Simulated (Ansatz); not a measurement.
```xyz
14

C     0.4547   -0.6510    1.7689
N    -0.2701    0.4517    1.1691
Si    0.1866    1.2565   -0.2359
F     1.5169    2.1053   -0.1203
F    -0.9737    2.2904   -0.5507
O     0.4749    0.2472   -1.4620
C    -0.4298   -0.7325   -1.9271
H     1.0956   -0.3357    2.5992
H    -0.2309   -1.4200    2.1361
H     1.0962   -1.1187    1.0192
H    -0.9343    0.8974    1.7806
H     0.1424   -1.5122   -2.4317
H    -1.1335   -0.2953   -2.6405
H    -0.9950   -1.1831   -1.1048
```

Total charge 0; spin multiplicity 1.

**Question.** List the ωB97M-V/def2-TZVPP orbital energies in eV (Ansatz 0.2.0). (Best estimate.)

**Answer.** The calculation gave: Occupied: -1808.60, -677.42, -677.26, -526.33, -394.52, -282.95, -282.40, -149.42, -103.59, -103.55, -103.52, -36.26, -35.71, -31.50, -27.68, -22.32, -21.76, -18.51, -17.02, -16.58, -16.54, -15.80, -15.46, -15.37, -14.96, -14.81, -14.47, -14.37, -14.15, -13.09, -11.76, -11.26, -9.86. Lowest empty: 2.19, 3.04, 3.25, 3.55, 4.27, 4.47, 4.69, 4.98.
